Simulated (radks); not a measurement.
Effect of the nuclear size on the thulium ion Tm+, [Xe] 4f13 6s1. Method: Dirac Kohn-Sham, LDA (Slater exchange, Perdew-Wang correlation), spin-unpolarised, spherical densities, finite nucleus; open shells are shared between the two j in proportion to 2j + 1; Fermi nuclear charge, rms radius 5.2256 fm; computed with a radial shooting solver on a logarithmic mesh with Libxc functionals. The rms radius is varied about that value; shifts are against it.

rms radius (fm)  total energy shift (eV)  density at nucleus (e/bohr^3)  1s1/2 shift (meV)  2s1/2 shift (meV)  4p1/2 shift (meV)  5s1/2 shift (meV)  5p1/2 shift (meV)  6s1/2 shift (meV)  6p1/2 (empty) shift (meV)
4.2745                             -11.7                      1.004e+06              -4780               -643              0.107              -5.13              0.277             -0.422                      0.115
5.0479                             -2.31                      9.556e+05               -944               -127              0.021              -1.01              0.055             -0.083                      0.023
5.2256                                 0                      9.458e+05              0.000              0.000              0.000              0.000              0.000              0.000                      0.000
5.3824                              2.08                      9.375e+05                852                115             -0.018              0.915             -0.049              0.075                     -0.020
6.0669                              11.7                      9.046e+05               4770                643             -0.102               5.13             -0.276              0.422                     -0.115

Slopes of the eigenvalues against <r^2> in GHz/fm^2, as finite differences over the two radii next to the reference (eigenvalue slopes, not the field-shift constants of lines): 1s1/2 124000, 2s1/2 16800, 4p1/2 -2.71, 5s1/2 134, 5p1/2 -7.21, 6s1/2 11.0, 6p1/2 (empty) -2.99.
